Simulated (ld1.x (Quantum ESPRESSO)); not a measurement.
## Which change was made? (Cr, TM)

- Element: Cr (Z = 24)
- Generator: ld1.x (Quantum ESPRESSO) 7.5
- Type: norm-conserving Troullier–Martins (Kleinman–Bylander form)
- Functional: PBEsol
- Relativity: scalar-relativistic
- Frozen core: [Ne] 3s2
- Valence charge: 12
- Reference configuration: 3p6 3d4 4s0 4p0 (charge +2)
- Partial waves: 4s (bound, empty): rc 1.70 bohr; 3d (bound): rc 1.40 bohr; 3p (bound): rc 1.05 bohr
- Local potential: the p channel
- Core correction: a·sin(br)/r model core inside 0.70 bohr

Cutoffs, loose and tight: the cutoffs (Ry, on a coarse ladder) from which the occupation-weighted sum of valence levels, in a spherical-Bessel basis at the reference potential, stays within 10 and 1 mRy of its value at 400 Ry. They do not see the model core or the augmentation charge, which bear on the density cutoff. Test errors are all-electron minus pseudo excitation energies from the reference, over the configurations 3p6 3d5 4s1 4p0; 3p6 3d5 4s0 4p0; 3p6 3d3 4s0 4p0; 3p5 3d5 4s1 4p0; 3p6 3d4 4s1 4p1; 3p6 3d2 4s0 4p0; 3p6 3d4 4s1 4p0; variants that change the core or the reference have their own tests. The largest error is taken over the tests solved by every variant that gives reliable tests at all, those not shown here included: 3p6 3d2 4s0 4p0; 3p6 3d3 4s0 4p0; 3p6 3d5 4s0 4p0.

The base gives: outcome: generated; cutoff, loose: 110 Ry; cutoff, tight: 160 Ry; bound ghosts: s; largest test error (meV): -129.

(1) After one change the result is: outcome: generated; cutoff, loose: 70 Ry; cutoff, tight: 90 Ry; bound ghosts: s; largest test error (meV): -2038. Which change was it?
A. wave 3p (bound): rc 1.05 bohr becomes 3p (bound): rc 0.72 bohr
B. core [Ar], valence charge 6; reference 3d4 4s0 4p0; waves now 4s (bound): rc 1.80 bohr; 3d (bound): rc 1.80 bohr; 4p (bound): rc 2.25 bohr; core correction Bessel-smoothed model core inside 1.70 bohr
C. all radii but the core radius scaled by about 1.21 (s 2.06, p 1.28, d 1.70 bohr)

## Answers

(1) B. The others give: all radii but the core radius scaled by about 1.21 (s 2.06, p 1.28, d 1.70 bohr) → outcome: generated; cutoff, loose: 80 Ry; cutoff, tight: 110 Ry; bound ghosts: s; largest test error (meV): +84 | wave 3p (bound): rc 1.05 bohr becomes 3p (bound): rc 0.72 bohr → outcome: generated; cutoff, loose: 230 Ry; cutoff, tight: over 300 Ry; bound ghosts: s; largest test error (meV): -130.
